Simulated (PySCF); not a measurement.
Gas-phase reaction: 2 In(CH₃)₃ = 2 InCH₃ + C₄H₁₀ (n-butane) + H₂

Energies from PySCF, thermal terms from the rigid-rotor harmonic-oscillator model, ideal gas at 1 bar. S°(298 K) at PBE0/def2-TZVP differs from the NASA 1993 table for C₄H₁₀ (n-butane) (-9 J/mol/K); whether the harmonic model or the table's entry is off was not settled. † marks an energy on the PBE0/def2-TZVP geometry and frequencies; other levels use their own. MP2 and CCSD(T) freeze the core. All species are closed-shell singlets. B3LYP is the form with VWN-RPA correlation. In: scalar-relativistic def2 core potential, no spin-orbit coupling. Methyl groups turn as free rotors in In(CH₃)₃. InCH₃: computed as isolated molecules; such fragments, hydroxides, amides, oligomers or adducts are transient or little studied in the gas. MP2 isn't extrapolated to the basis-set limit; its ΔH°(298 K) is 26.7 kJ in def2-SVP and 60.8 kJ in def2-TZVPP. CCSD(T) isn't extrapolated to the basis-set limit. The harmonic model lacks anharmonicity and excited electronic states, which grow with temperature; levels with a mode under 35 cm⁻¹ are left out. Internal rotation in C₄H₁₀ (n-butane) is treated as a harmonic vibration of one conformer, which makes the entropy rough. Soft modes under 120 cm⁻¹ make the harmonic entropy rough for In(CH₃)₃.

| level | ΔE electronic, kJ | ΔH°(298 K), kJ | ΔS°(298 K), J/K | ΔG°(600 K), kJ |
|---|---|---|---|---|
| B3LYP/def2-TZVP† | -10 | -10 | 208 | -134 |
| CCSD(T)/def2-SVP† | -8 | -8 | 208 | -132 |
| MP2/def2-SVP† | 27 | 27 | 208 | -97 |
| PBE/def2-SVP | -7 | -8 | 205 | -130 |
| PBE/def2-TZVP† | 21 | 21 | 208 | -103 |
| PBE0/def2-TZVP | 34 | 34 | 208 | -90 |
| r2SCAN/def2-TZVP† | 47 | 47 | 208 | -77 |
| ωB97M-V/def2-TZVP† | 50 | 50 | 208 | -74 |
| ωB97X-V/def2-TZVP† | 58 | 58 | 208 | -66 |
ΔH° is lowest at B3LYP/def2-TZVP† and highest at ωB97X-V/def2-TZVP†. No reference value is set beside these.
